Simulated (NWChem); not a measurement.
System: CH4BF; SMILES CBF

Here is an NWChem input.

```
start job
memory heap 200 mb stack 900 mb global 1100 mb
geometry units angstroms noautosym nocenter noautoz
  B     -0.489159    -0.151058    -0.000840
  H     -1.694096    -0.298670     0.001871
  F      0.231306    -1.264272     0.000180
  C      0.201387     1.245156    -0.001555
  H     -0.116637     1.808406     0.893201
  H     -0.159021     1.837011    -0.860420
  H      1.299429     1.200972    -0.026581
end
basis spherical
  B library pcsseg-1
  H library pcsseg-1
  F library pcsseg-1
  C library pcsseg-1
end
dft
  xc xpbe96 cpbe96
  iterations 150
end
property
  shielding
end
task dft property
```

Excerpt of the output:

```
             Northwest Computational Chemistry Package (NWChem) 7.3.0
             --------------------------------------------------------

                             Geometry "geometry" -> ""
                             -------------------------

 Output coordinates in angstroms (scale by  1.889725989 to convert to a.u.)

  No.       Tag          Charge          X              Y              Z
 ---- ---------------- ---------- -------------- -------------- --------------
    1 B                    5.0000    -0.48915900    -0.15105800    -0.00084000
    2 H                    1.0000    -1.69409600    -0.29867000     0.00187100
    3 F                    9.0000     0.23130600    -1.26427200     0.00018000
    4 C                    6.0000     0.20138700     1.24515600    -0.00155500
    5 H                    1.0000    -0.11663700     1.80840600     0.89320100
    6 H                    1.0000    -0.15902100     1.83701100    -0.86042000
    7 H                    1.0000     1.29942900     1.20097200    -0.02658100

 Effective nuclear repulsion energy (a.u.)      63.6176056482

  pbe96 is a nonlocal functional; adding pw91lda local functional.
                              NWChem Property Module
                              ----------------------

  itol2e modified to match energy
  convergence criterion.

                                 NWChem DFT Module
                                 -----------------

 Summary of "ao basis" -> "ao basis" (spherical)
 ------------------------------------------------------------------------------
       Tag                 Description            Shells   Functions and Types
 ---------------- ------------------------------  ------  ---------------------
 B                          pcsseg-1                 7       17   3s3p1d
 H                          pcsseg-1                 3        5   2s1p
 F                          pcsseg-1                 7       17   3s3p1d
 C                          pcsseg-1                 7       17   3s3p1d

  itol2e modified to match energy
  convergence criterion.

            General Information
            -------------------
          SCF calculation type: DFT
          Wavefunction type:  closed shell.
          No. of atoms     :     7
          No. of electrons :    24
           Alpha electrons :    12
            Beta electrons :    12
          Charge           :     0
          Spin multiplicity:     1
          Use of symmetry is: off; symmetry adaption is: off
          Maximum number of iterations: 150
          AO basis - number of functions:    71
                     number of shells:    33
          Convergence on energy requested:  1.00D-07
          Convergence on density requested:  1.00D-05
          Convergence on gradient requested:  5.00D-04

              XC Information
              --------------
          PerdewBurkeErnzerhof Exchange Functional  1.000
            Perdew 1991 LDA Correlation Functional  1.000 local
           PerdewBurkeErnz. Correlation Functional  1.000 non-local

             Grid Information
             ----------------
          Grid used for XC integration:  fine
          Radial quadrature: Mura-Knowles
          Angular quadrature: Lebedev.
          Tag              B.-S. Rad. Rad. Pts. Rad. Cut. Ang. Pts.
          ---              ---------- --------- --------- ---------
          B                   0.85       70           9.0       590
          H                   0.35       60          10.0       590
          F                   0.50       70          10.0       590
          C                   0.70       70           9.0       590
          Grid pruning is: on
          Number of quadrature shells:   450
          Spatial weights used:  Erf1

      Superposition of Atomic Density Guess
      -------------------------------------

 Sum of atomic energies:        -163.53644375

      Non-variational initial energy
      ------------------------------

[...]

          -----------------------------------------
          Chemical Shielding Tensors (GIAO, in ppm)
          -----------------------------------------

                                NWChem CPHF Module
                                ------------------

  scftype          =     RHF
  nclosed          =       12
  nopen            =        0
  variables        =      708
  # of vectors     =        3
  tolerance        = 0.10D-03
  level shift      = 0.00D+00
  max iterations   =       50
  max subspace     =       30

 SCF residual:    5.5889906129616098E-006

Iterative solution of linear equations
  No. of variables      708
  No. of equations        3
  Maximum subspace       30
        Iterations       50
       Convergence  1.0D-04

   iter   nsub   residual    time
   ----  ------  --------  ---------
     1      3    4.00D-06      22.2

      Atom:    1  B
        Diamagnetic
    192.2135      1.6939     -0.0107
      1.6939    203.7730     -0.0260
     -0.0107     -0.0260    180.5721

        Paramagnetic
   -183.3340     40.4887      0.0896
     40.4887   -182.7642      0.1413
      0.0896      0.1413    -98.2838

        Total Shielding Tensor
      8.8795     42.1825      0.0789
     42.1825     21.0088      0.1153
      0.0789      0.1153     82.2884

           isotropic =      37.3922
          anisotropy =      67.3454

          Principal Components and Axis System
                 1           2           3
               82.2892     57.5596    -27.6721

      1         0.0036      0.6549      0.7557
      2         0.0043      0.7557     -0.6549
      3         1.0000     -0.0056      0.0001

      Atom:    2  H
        Diamagnetic
     36.3924      1.7979     -0.0226
      1.7979     25.7916     -0.0065
     -0.0226     -0.0065     23.3132

        Paramagnetic
    -10.4432      0.4069      0.0256
      0.4069      0.2782     -0.0053
      0.0256     -0.0053      1.1255

        Total Shielding Tensor
     25.9492      2.2048      0.0030
      2.2048     26.0698     -0.0117
      0.0030     -0.0117     24.4387

           isotropic =      25.4859
          anisotropy =       4.0938

          Principal Components and Axis System
                 1           2           3
               28.2151     24.4389     23.8037

      1         0.6974      0.0128      0.7166
      2         0.7167     -0.0101     -0.6973
      3        -0.0017      0.9999     -0.0163

      Atom:    3  F
        Diamagnetic
    468.2077    -13.0523      0.0174
    -13.0523    484.1020     -0.0078
      0.0174     -0.0078    467.0401

        Paramagnetic
   -518.5268    -15.5758      1.0722
    -15.5758   -496.9213      0.5898
      1.0722      0.5898     -1.0085

        Total Shielding Tensor
    -50.3191    -28.6281      1.0896
    -28.6281    -12.8192      0.5820
      1.0896      0.5820    466.0316

           isotropic =     134.2978
          anisotropy =     497.6051

          Principal Components and Axis System
                 1           2           3
              466.0345    -65.7937      2.6526

      1         0.0020      0.8797     -0.4754
      2         0.0011      0.4754      0.8797
      3         1.0000     -0.0023      0.0000

      Atom:    4  C
        Diamagnetic
    253.7743      1.2613     -0.0061
      1.2613    257.3078     -0.0315
     -0.0061     -0.0315    252.5339

        Paramagnetic
    -85.0661     22.4315     -0.0879
     22.4315    -89.7578     -0.3945
     -0.0879     -0.3945    -78.4604

        Total Shielding Tensor
    168.7082     23.6928     -0.0940
     23.6928    167.5500     -0.4261
     -0.0940     -0.4261    174.0735

           isotropic =     170.1106
          anisotropy =      32.5889

          Principal Components and Axis System
                 1           2           3
              191.8365    174.0679    144.4273

      1         0.7155      0.0203     -0.6983
      2         0.6983      0.0086      0.7157
      3        -0.0205      0.9998      0.0081

      Atom:    5  H
        Diamagnetic
     25.5962     -1.6833     -2.9741
     -1.6833     30.9278      6.8124
     -2.9741      6.8124     33.6922

        Paramagnetic
      3.1086      0.4731      1.6375
      0.4731     -1.1994     -3.5239
      1.6375     -3.5239     -0.7086

        Total Shielding Tensor
     28.7048     -1.2102     -1.3366
     -1.2102     29.7284      3.2886
     -1.3366      3.2886     32.9836

           isotropic =      30.4723
          anisotropy =       7.5265

          Principal Components and Axis System
                 1           2           3
               35.4900     28.3815     27.5454

      1        -0.2534      0.8813      0.3989
      2         0.5191     -0.2241      0.8248
      3         0.8163      0.4161     -0.4007

      Atom:    6  H
        Diamagnetic
     25.9335     -2.1130      3.2841
     -2.1130     31.3392     -6.8215
      3.2841     -6.8215     33.0004

        Paramagnetic
      2.9171      0.7539     -1.7711
      0.7539     -1.4920      3.5191
     -1.7711      3.5191     -0.4045

        Total Shielding Tensor
     28.8506     -1.3591      1.5130
     -1.3591     29.8472     -3.3023
      1.5130     -3.3023     32.5958

           isotropic =      30.4312
          anisotropy =       7.4779

          Principal Components and Axis System
                 1           2           3
               35.4165     28.3441     27.5331

      1         0.2935      0.8872      0.3561
      2        -0.5396     -0.1537      0.8278
      3         0.7891     -0.4351      0.4335

      Atom:    7  H
        Diamagnetic
     39.7809      1.1879     -0.3419
      1.1879     26.8982     -0.0253
     -0.3419     -0.0253     24.4772

        Paramagnetic
     -4.2469     -0.2701      0.1486
     -0.2701      1.9607     -0.0176
      0.1486     -0.0176      3.0277

        Total Shielding Tensor
     35.5339      0.9178     -0.1933
      0.9178     28.8589     -0.0430
     -0.1933     -0.0430     27.5050

[...]
```

Level: PBE/pcSseg-1, GIAO. All runs use the structure optimised with PBE0/def2-SVP. The printed shielding anisotropy is the first printed principal value minus the mean of the other two.
